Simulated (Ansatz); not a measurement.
`[Cl][GeH2][GeH2][Cl]` + HCl → `[Cl][GeH2][Cl]` + `[Cl][GeH3]` at 298.15 K and 1 bar (cleavage of the Ge–Ge bond).

Computed with Ansatz on PBE0-D4/def2-TZVP structures; ΔE is electronic, products minus reactants. CCSD(T)/CBS is the MP2 limit (def2-TZVPP, def2-QZVPP) plus CCSD(T) − MP2 in def2-TZVPP, frozen cores. This one scheme is used for every species. For Ge outer-core shells are correlated without core-valence functions, which leaves a few kJ/mol of doubt a bond. Scalar relativity is left out up to krypton. One conformer a species, not always the lowest.

```
               species  CCSD(T)/CBS energy (Eh)  H − E (kJ/mol)  S (J/(mol·K))
`[Cl][GeH2][GeH2][Cl]`              -5074.26693           113.2          379.9
                   HCl               -460.38127            26.6          186.8
      `[Cl][GeH2][Cl]`              -2996.94498            63.5          300.8
          `[Cl][GeH3]`              -2537.71925            76.4          263.9
```

H − E and S are ideal-gas, rigid-rotor, harmonic terms from PBE0-D4/def2-TZVP, for one conformer and one mirror image of each species. 1 Eh = 2625.50 kJ/mol, R = 8.31446 J/(mol·K).

Problem. By hand: ΔE, ΔH, ΔS and ΔG.

Solution. ΔE = (-2996.94498) + (-2537.71925) − (-5074.26693) − (-460.38127) = -0.01603 Eh = -42.1 kJ/mol. Δ(H − E) = 63.5 + 76.4 − 113.2 − 26.6 = 0.1, so ΔH = -42.0 kJ/mol. ΔS = 300.8 + 263.9 − 379.9 − 186.8 = -2.0 J/(mol·K). ΔG = -42.0 − 298.15 × (-2.0)/1000 = -41.4 kJ/mol.

Problem. By hand: the equilibrium constant, and the temperature at which ΔG would vanish if ΔH and ΔS stayed fixed.

Solution. log₁₀ K = −ΔG/(RT ln 10) = 7.3. ΔG = 0 at ΔH/ΔS = 21000 K, far beyond where these terms or the molecules hold.

The number of gas molecules stays the same, so ΔS is small and ΔH decides. A doubt of 5 kJ/mol in ΔE shifts log₁₀ K by 0.9 here. Other conformers and mirror images would add mixing entropy, several J/(mol·K) or more a flexible species. Modes under 60 cm⁻¹, often nearly free rotors, make the harmonic entropy too high. These are equilibria of isolated gas molecules and say nothing of rates. Largest T1 diagnostic: 0.010 (customary marks: 0.02 for closed shells, 0.045 for open ones).
